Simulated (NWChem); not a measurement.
Species: CHBr2F; SMILES FC(Br)Br

Results from NWChem. Pople sets run with spherical d functions. STO-3G and 3-21G are far too small for this property and stand as cheap habits. All runs use the structure optimised with PBE-D3(BJ)/def2-SVP. Field at 589 nm.

Question: Order these by “isotropic polarisability (bohr³)”, lowest first: B3LYP/aug-cc-pVDZ; B3LYP/STO-3G; B3LYP/6-31G*.

Answer: B3LYP/STO-3G (19.1), B3LYP/6-31G* (44.7), B3LYP/aug-cc-pVDZ (60.4)
